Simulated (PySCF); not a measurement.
An unknown gives this computed stick spectrum. The calculation used TDDFT CAM-B3LYP/def2-SVPD, vertical, gas phase, core orbitals frozen in the response (PySCF 2.14.0, density-fitted response routines). Geometries: PBE0-D3(BJ)/def2-SVP, one conformer each. Relativistic effects are left out although some hold elements past zinc. The highest level found (7.12 eV, f 0.067 so far) is left out, since the window may have cut off a degenerate partner.

| state | λ (nm) | f |
| --- | --- | --- |
| S1 | 254.6 | 0.0000 |
| S2 | 254.3 | 0.0000 |
| S3 | 242.0 | 0.013 |
| S4 | 238.5 | 0.0002 |
| S5 | 238.4 | 0.0000 |
| S6 | 235.1 | 0.0001 |
| S7 | 190.3 | 0.012 |
| S8 | 189.8 | 0.114 |
| S9 | 189.8 | 0.155 |
| S10 | 186.7 | 0.0011 |
| S11 | 183.8 | 0.844 |
| S12 | 179.3 | 0.038 |
| S13 | 178.3 | 0.0045 |
| S14 | 176.6 | 0.191 |

Question: Which candidate is it?
A. `CN(C)CCN`
B. `[H][Ge]([H])([N]=C=S)[N]=C=S`
C. `C[N]([GeH2]/[CH]=N/[H])C`

Answer: B. Its S1 lies at 4.87 eV; the nearest of the others has S1 at 4.19 eV. Löwdin shares by element: HOMO sulfur 57%, nitrogen 22% (atoms not listed hold the other 20%); LUMO sulfur 27%, germanium 16%, carbon 14% or more (atoms not listed hold the other 43%). At the same level the other candidates give, for their lowest levels:
- `CN(C)CCN`: 205 nm (f 0.025); 191 nm (f 0.021); 180 nm (f 0.009); 177 nm (f 0.027); 172 nm (f 0.124); T1 5.87 eV; HOMO -7.69, LUMO 1.29 eV
- `[H]/N=[CH]/[GeH2][N](C)C`: 296 nm (f 0.012); 240 nm (f 0.009); 211 nm (f 0.024); 195 nm (f 0.025); 189 nm (f 0.009); T1 3.49 eV; HOMO -7.42, LUMO 0.17 eV
Triplets come from the Tamm–Dancoff approximation.
